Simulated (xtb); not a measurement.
H₂Be, triplet, geometry from GFN2-xTB (such geometries of metal compounds can be far from the true shape) (a higher spin typed on purpose: for a closed-shell molecule this is an excited state); xtb with GFN2-xTB.

Input for xtb:
```
$ xtb mol.xyz --gfn 2 --uhf 2 --ohess --json

# file mol.xyz
3

Be    -0.05315013     0.26940729     0.24031424
H      0.48591557    -1.04044807     0.16569329
H     -0.27331505    -0.03718111    -1.12695024
```

**Question.** Predict the main parts of the log of this xtb run.

**Answer.** 
```
   ID    Z sym.   atoms
    1    4 Be     1
    2    1 H      2, 3

           -------------------------------------------------
          |                Calculation Setup                |
           -------------------------------------------------

           -------------------------------------------------
          |                 G F N 2 - x T B                 |
           -------------------------------------------------

          ...................................................
          :                      SETUP                      :
          :.................................................:
          :  # basis functions                   6          :
          :  # atomic orbitals                   6          :
          :  # shells                            4          :
          :  # electrons                         4          :
          :  max. iterations                   250          :
          :  Hamiltonian                  GFN2-xTB          :
          :  restarted?                      false          :
          :  GBSA solvation                  false          :
          :  PC potential                    false          :
          :  electronic temp.          300.0000000     K    :
          :  accuracy                    1.0000000          :
          :  -> integral cutoff          0.2500000E+02      :
          :  -> integral neglect         0.1000000E-07      :
          :  -> SCF convergence          0.1000000E-05 Eh   :
          :  -> wf. convergence          0.1000000E-03 e    :
          :  Broyden damping             0.4000000          :
          :  net charge                          0          :
          :  unpaired electrons                  2          :
          ...................................................

 iter      E             dE          RMSdq      gap      omega  full diag
   1     -1.3575888 -0.135759E+01  0.197E+01    1.26       0.0  T
   2     -1.4915259 -0.133937E+00  0.793E+00    2.65       1.0  T
   3     -1.5275005 -0.359746E-01  0.667E+00    2.10       1.0  T
   4     -1.5274644  0.360752E-04  0.155E+00    2.47       1.0  T
   5     -1.5313568 -0.389243E-02  0.196E-01    2.54       1.0  T
   6     -1.5314072 -0.504109E-04  0.807E-02    2.54       1.0  T
   7     -1.5314198 -0.125682E-04  0.140E-02    2.54       4.1  T
   8     -1.5314202 -0.360341E-06  0.310E-03    2.54      18.6  T
   9     -1.5314202 -0.925788E-08  0.134E-04    2.54     429.6  T
  10     -1.5314202 -0.384002E-10  0.919E-05    2.54     628.1  T

   *** convergence criteria satisfied after 10 iterations ***

 transition dipole moment (au) for excitation:           2           3
     X       Y       Z
   0.0326  -0.0430   0.0555  total (au/Debye):    0.077   0.197
 dE (eV)             :    3.765
 oscillator strength :  0.78124E-03

         :::::::::::::::::::::::::::::::::::::::::::::::::::::
         ::                     SUMMARY                     ::
         :::::::::::::::::::::::::::::::::::::::::::::::::::::
         :: total energy              -1.525022059277 Eh    ::
         :: gradient norm              0.000009793659 Eh/a0 ::
         :: HOMO-LUMO gap              2.536500527420 eV    ::
         ::.................................................::
         :: SCC energy                -1.531420180882 Eh    ::
         :: -> isotropic ES           -0.034639084281 Eh    ::
         :: -> anisotropic ES          0.000655404209 Eh    ::
         :: -> anisotropic XC         -0.005149499300 Eh    ::
         :: -> dispersion             -0.000412633733 Eh    ::
         :: repulsion energy           0.006398121605 Eh    ::
         :: add. restraining           0.000000000000 Eh    ::
         :: total charge               0.000000000000 e     ::
         :::::::::::::::::::::::::::::::::::::::::::::::::::::

      -----------------------------------------------------------
     |                   =====================                   |
[...]
 * total energy  :    -1.5250221 Eh     change       -0.1487543E-10 Eh
   *** GEOMETRY OPTIMIZATION CONVERGED AFTER 1 ITERATIONS ***
         :: total energy              -1.525022059292 Eh    ::
[...]
           -------------------------------------------------
 projected vibrational frequencies (cm⁻¹)
eigval :       -0.00     0.00     0.00     0.00     0.00     0.00
eigval :      892.61  1238.35  1449.74
 reduced masses (amu)
   1:  3.02   2:  8.18   3:  3.23   4:  5.63   5:  4.84   6:  3.04   7:  1.78   8:  1.67
   9:  1.70
 IR intensities (km·mol⁻¹)
   1:  0.00   2:  0.00   3:  0.00   4:  0.00   5:  0.00   6:  0.00   7: 87.25   8: 75.68
   9:180.14
 Raman intensities (Ä⁴*amu⁻¹)
   1:  0.00   2:  0.00   3:  0.00   4:  0.00   5:  0.00   6:  0.00   7:  0.00   8:  0.00
   9:  0.00
 output can be read by thermo (or use thermo option).
 writing <g98.out> molden fake output.
 recommended (thermochemical) frequency scaling factor: 1.0
           -------------------------------------------------
          |             Thermodynamic Functions             |
           -------------------------------------------------

c2v symmetry found (for desy threshold:  0.10E+00) used in thermo

          ...................................................
          :                      SETUP                      :
          :.................................................:
          :  # frequencies                           3      :
          :  # imaginary freq.                       0      :
          :  linear?                             false      :
          :  only rotor calc.                    false      :
          :  symmetry                              c2v      :
          :  rotational number                       2      :
          :  scaling factor                  1.0000000      :
          :  rotor cutoff                   50.0000000 cm⁻¹ :
          :  imag. cutoff                  -20.0000000 cm⁻¹ :
          :.................................................:

    mode    ω/cm⁻¹     T·S(HO)/kcal·mol⁻¹    T·S(FR)/kcal·mol⁻¹   T·S(vib)
   ------------------------------------------------------------------------
   ------------------------------------------------------------------------

   temp. (K)  partition function   enthalpy   heat capacity  entropy
                                   cal/mol     cal/K/mol   cal/K/mol   J/K/mol
 298.15  VIB   1.02                   47.653      0.781      0.194
         ROT   131.                  888.752      2.981     12.664
         INT   133.                  936.405      3.761     12.858
         TR   0.354E+26             1481.254      4.968     33.131
         TOT                        2417.6594     8.7296    45.9887   192.4167

       T/K    H(0)-H(T)+PV         H(T)/Eh          T*S/Eh         G(T)/Eh
   ------------------------------------------------------------------------
    298.15    0.385279E-02    0.120102E-01    0.218507E-01   -0.984049E-02
   ------------------------------------------------------------------------

         :::::::::::::::::::::::::::::::::::::::::::::::::::::
         ::                  THERMODYNAMIC                  ::
         :::::::::::::::::::::::::::::::::::::::::::::::::::::
         :: total free energy          -1.534862552727 Eh   ::
         ::.................................................::
         :: total energy               -1.525022059292 Eh   ::
         :: zero point energy           0.008157432568 Eh   ::
         :: G(RRHO) w/o ZPVE           -0.017997926003 Eh   ::
         :: G(RRHO) contrib.           -0.009840493435 Eh   ::
         :::::::::::::::::::::::::::::::::::::::::::::::::::::

optimized geometry written to: xtbopt.xyz

           -------------------------------------------------
          | TOTAL ENERGY               -1.525022059292 Eh   |
          | TOTAL ENTHALPY             -1.513011841244 Eh   |
          | TOTAL FREE ENERGY          -1.534862552727 Eh   |
          | GRADIENT NORM               0.000010117590 Eh/α |
          | HOMO-LUMO GAP               2.536503529668 eV   |
           -------------------------------------------------

normal termination of xtb
```
